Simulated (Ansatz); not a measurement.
Input for Ansatz (a program for electronic structure): R-wB97M-V/def2-TZVPPD on CH3F3 (a complex), monomers drawn apart or pushed together. Files ending in .json are basis or fitting sets from the Basis Set Exchange.

Ansatz 0.2 input:
```yaml
crystal:
  periodic: [false, false, false]
  atoms:
    - {symbol: F, position_ang: [-0.12660359, 0.09559028, -0.06366124]}
    - {symbol: H, position_ang: [0.19281855, 0.62387333, 0.63389235]}
    - {symbol: F, position_ang: [0.86908422, 0.97743329, 3.81998915]}
    - {symbol: C, position_ang: [0.50202910, -0.10174321, 4.60420455]}
    - {symbol: F, position_ang: [-0.60055021, 0.24877059, 5.30423508]}
    - {symbol: H, position_ang: [1.32215683, -0.30031467, 5.29319068]}
    - {symbol: H, position_ang: [0.26391774, -0.93235356, 3.94053941]}
basis:
  gaussian:
    orbitals: def2-TZVPPD.json
hamiltonian:
  xc: {name: wB97M-V}
scf: {lower_state_search: off}
```

It printed:

```
WARN ansatz: RAYON_NUM_THREADS=2 ignored (pool sized by the plan → 2); use --threads N
Functional definition: wB97M-V
these checks for a lower state are left out or cut short: stability, starts, cluster_reference, orbital_swaps, neighbouring_geometries, increment
integrals: 0.12 GiB planned
942 factors; their error is unknown
integrals: 0.15 GiB planned
281 factors; integrals over basis functions are off by at most 2.9e-5 eV
mean field: 1.12 GiB planned
mean field evaluation 1: about -9235.4482 eV, gradient 4.2e1 eV
mean field evaluation 2: about -9235.4145 eV, gradient 4.7e1 eV
mean field evaluation 4: about -9237.9918 eV, gradient 5.9e-1 eV
mean field evaluation 8: about -9237.9990 eV, gradient 4.6e-1 eV
mean field evaluation 16: about -9237.9992 eV, gradient 8.3e-6 eV
mean field -9237.99924023 eV, -339.4902103378 hartree, gradient 8.3e-6 eV, S^2 0.000000; 0 other end points of the search recorded, 0 dependent functions left out
reference -9237.99931833 eV, -339.4902132077 hartree; 18, 18 occupied and 190, 190 virtual orbitals, 942 factors
Total energy: -9237.99931833 eV, -339.4902132077 hartree
Checks for a lower state left out: stability, starts, cluster_reference, orbital_swaps, neighbouring_geometries, increment
```

The calculation finished and met its thresholds.

Cost: about 3 core-seconds (a rough figure).
